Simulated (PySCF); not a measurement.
## How methods differ on the excitation energy of S⁺

S⁺ [Ne] 3s2 3p3 (4S) → S⁺ [Ne] 3s1 3p4 (4P), as a difference of total energies. Computed with PySCF 2.14 in aug-cc-pVDZ-DK, with the spin-free X2C one-electron Hamiltonian (Gaussian nucleus). Correlated levels: valence: [Ne] frozen. The calculations carry no spin-orbit coupling.

| method | excitation energy (eV) |
| --- | --- |
| UHF | 10.591 |
| LDA | 10.491 |
| PBE | 10.379 |
| PBE0 | 10.513 |
| r2SCAN | 10.103 |
| BLYP | 10.405 |
| B97-3 | 10.722 |
| MN15 | 10.004 |
| HSE06 | 10.519 |
| MP2 (valence) | 10.537 |
| SCS-MP2 (valence) | 10.520 |

Q: How much does correlation contribute at MP2 (valence)?

A: 10.537 − (10.591) = -0.054 eV, measured against UHF.

Errors of the correlated levels include the incompleteness of this basis and the frozen core.

For comparison: 9.870 eV (measured; NIST levels, between the centres of gravity of the two terms).
